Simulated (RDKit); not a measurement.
A run for RDKit: UFF on CH6OSi (a complex), monomers drawn apart or pushed together.

```python
from rdkit import Chem
from rdkit.Chem import AllChem, rdDetermineBonds

blocks = [
'''5

Si    0.02133810    0.09222757    0.17658511
H    -0.65051746   -1.10977309    0.72361901
H     0.49347010    0.92815319    1.30420815
H    -0.93864319    0.86205424   -0.64424828
H     1.17498436   -0.32248442   -0.65109182
''',
'''4

C    -0.29500754   -0.55212781    5.45391596
O     0.01915998   -0.00516965    6.47292048
H    -1.26872334   -0.36572414    4.96018731
H     0.36934908   -1.27728094    4.94469531
''',
]
mol = None
for b in blocks:
    f = Chem.MolFromXYZBlock(b)
    rdDetermineBonds.DetermineBonds(f, charge=0)
    mol = f if mol is None else Chem.CombineMols(mol, f)
Chem.SanitizeMol(mol)
print(Chem.MolToSmiles(Chem.RemoveHs(mol)))
ff = AllChem.UFFGetMoleculeForceField(mol, vdwThresh=100.0, ignoreInterfragInteractions=False)
e = ff.CalcEnergy()
print(f'UFF energy {e:.6f} kcal/mol')
```

It printed:

```
C=O.[SiH4]
UFF energy 0.996181 kcal/mol
```

The run finished.

Cost: very roughly 0.020 core-seconds.
